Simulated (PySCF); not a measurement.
How methods differ on the electron affinity of Tl

Tl⁻ [Xe] 4f14 5d10 6s2 6p2 (3P) → Tl [Xe] 4f14 5d10 6s2 6p1 (2P), as a difference of total energies. All numbers are calculated (PySCF 2.14, a scalar-relativistic core potential, in aug-cc-pVTZ-PP with one added diffuse shell each of d, f type with ECP60MDF (6s5p5d3f, 67 functions)). Correlated levels: valence: 5s2 5p6 5d10 frozen. The calculations carry no spin-orbit coupling.

| method | electron affinity (eV) |
| --- | --- |
| UHF | -0.009 |
| MP2 (valence) | 0.245 |
| SCS-MP2 (valence) | 0.155 |
| CCSD (valence) | 0.281 |
| CCSD(T) (valence) | 0.309 |

Spin-orbit coupling is strong in these open shells (close to jj coupling). The scalar numbers leave it out and a first-order estimate fails, so it can dominate the gap to the real levels.

Errors of the correlated levels include the incompleteness of this basis and the frozen core.

A negative affinity means that the anion lies above the atom at that level of theory.

For comparison: 0.320 eV (measured; photodetachment measurements, as compiled on the Wikipedia data page of electron affinities).
